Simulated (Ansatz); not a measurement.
`[SnH4]`, relaxed with RKS PBE0-D4/def2-TZVP in Ansatz 0.2.0 from a PBE-D4/def2-SVP geometry. The force threshold is 0.005 eV/Å; the program also tests the step.

Total charge 0; spin multiplicity 1. Sn takes the def2 core potential.

Start:

```xyz
5

Sn    0.000    0.000    0.000
H     0.433    1.185    1.175
H    -1.162    0.666   -1.087
H    -0.676   -1.375    0.792
H     1.404   -0.476   -0.880
```

Question: By how much does the energy fall, and how many steps does the optimiser take? (Estimate.)

Answer: The calculation gave: 1.16 kJ/mol, in 3 steps.

Question: Which bonds change most? (Estimate.)

Answer: Computed: Sn1–H2 from 1.725 to 1.704 Å; Sn1–H4 from 1.725 to 1.704 Å; Sn1–H3 from 1.725 to 1.704 Å; Sn1–H5 from 1.725 to 1.704 Å.

Question: Give the relaxed structure. (An estimate is asked.)

Answer: The calculation gave: 
```xyz
5

Sn    0.000    0.000    0.000
H     0.428    1.171    1.161
H    -1.148    0.658   -1.074
H    -0.667   -1.358    0.783
H     1.387   -0.470   -0.870
```
